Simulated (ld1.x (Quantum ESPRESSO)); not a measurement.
**titanium: excitation energies, all-electron against TM**

| Quantity | Value |
| --- | --- |
| Element | Ti (Z = 22) |
| Generator | ld1.x (Quantum ESPRESSO) 7.5 |
| Type | norm-conserving Troullier–Martins (Kleinman–Bylander form) |
| Functional | PW91 |
| Relativity | scalar-relativistic |
| Frozen core | [Ne] 3s2 |
| Valence charge | 10 |
| Reference configuration | 3p6 3d2 4s1 4p0 (charge +1) |
| Partial waves | 3p (bound): rc 1.45 bohr; 3d (bound): rc 2.20 bohr; 4s (bound): rc 2.90 bohr |
| Local potential | the s channel |
| Core correction | none |

Energies are relative to the spin-unpolarised reference configuration 3p6 3d2 4s1 4p0; without spin polarisation the order of configurations can differ from experiment. Not all tests gave a result: 1 of 7 tests not solved or not reliable. Left out of the table: 3p6 3d2.5 4s1.5 4p0 (pseudo-atom not self-consistent, printed error -13 meV).

Task: Give the all-electron excitation energy and the error of the potential for: 3p6 3d2 4s2 4p0; 3p6 3d2 4s0 4p0; 3p6 3d1 4s0 4p0; 3p6 3d3 4s1 4p0; 3p6 3d0 4s0 4p0; 3p6 3d1 4s2 4p1.

Result:

```
valence configuration  charge  ΔE all-electron (eV)  error AE − PS (meV)
      3p6 3d2 4s2 4p0       0                -7.393                 +1.0
      3p6 3d2 4s0 4p0      +2                13.592                 +6.1
      3p6 3d1 4s0 4p0      +3                40.645                  +49
      3p6 3d3 4s1 4p0       0                -6.303                  -67
      3p6 3d0 4s0 4p0      +4                84.058                 +591
      3p6 3d1 4s2 4p1       0                -2.681                 -860
```

Levels in the configuration 3p6 3d0 4s0 4p0:

```
level  all-electron (eV)  pseudo (eV)
   3p            -89.516      -89.375
```

These tests converged, but a pseudo level misses the all-electron one widely, so the file describes the atom poorly there or has found another state: 3p6 3d1 4s0 4p0: empty 4p by 2.6 eV; 3p6 3d0 4s0 4p0: empty 4p by 4.5 eV (a node warning on the way). ld1.x printed “convergence not achieved” for 3 of the counted tests; their residual had stalled under 1e-8, short of the target of 1e-14.
